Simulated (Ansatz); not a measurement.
CH$_{6}$Se$_{3}$Si (SMILES C[Si]([SeH])([SeH])[SeH]), singlet, at a GFN2-xTB geometry; PBE/pcseg-0 in Ansatz (a first-principles code).

Ansatz was given this input:
Ansatz 0.2 input:
```yaml
crystal:
  periodic: [false, false, false]
  atoms:
    - {symbol: C, position_ang: [-2.18392867, -0.93655140, 0.22510473]}
    - {symbol: Si, position_ang: [-0.44384856, -0.18589529, 0.03393318]}
    - {symbol: Se, position_ang: [0.82883063, -1.87385440, -0.93783577]}
    - {symbol: Se, position_ang: [-0.51404299, 1.72604002, -1.28127296]}
    - {symbol: Se, position_ang: [0.40594252, 0.46679865, 2.10613635]}
    - {symbol: H, position_ang: [-2.81178736, -0.31447569, 0.85546544]}
    - {symbol: H, position_ang: [-2.65885125, -1.02874557, -0.74699607]}
    - {symbol: H, position_ang: [-2.12284694, -1.92673757, 0.66763519]}
    - {symbol: H, position_ang: [1.99231798, -1.06393722, -1.15024856]}
    - {symbol: H, position_ang: [-0.05391342, 2.58144199, -0.22273141]}
    - {symbol: H, position_ang: [0.46770712, -0.87116848, 2.61224281]}
basis:
  gaussian:
    orbitals: pcseg-0.json
hamiltonian:
  xc: pbe
```
The basis file holds pcseg-0 in the JSON format of the Basis Set Exchange.

What the program printed (banner, timings and long lists left out):

```
Functional definition: PBE
1033 factors; integrals over basis functions are off by at most 5.6e-4 eV
mean field evaluation 1: about -204772.2658 eV, gradient 5.1e1 eV
mean field evaluation 2: about -204763.8105 eV, gradient 6.9e1 eV
mean field evaluation 4: about -204778.5147 eV, gradient 2.7e0 eV
mean field evaluation 8: about -204778.5204 eV, gradient 3.4e-2 eV
mean field -204778.52035646 eV, -7525.4718192337 hartree, gradient 5.1e-5 eV, S^2 0.000000; 0 other end points of the search recorded, 0 dependent functions left out
reference -204778.52038944 eV, -7525.4718204455 hartree; 64, 64 occupied and 36, 36 virtual orbitals, 1033 factors
Total energy: -204778.52038944 eV, -7525.4718204455 hartree
```
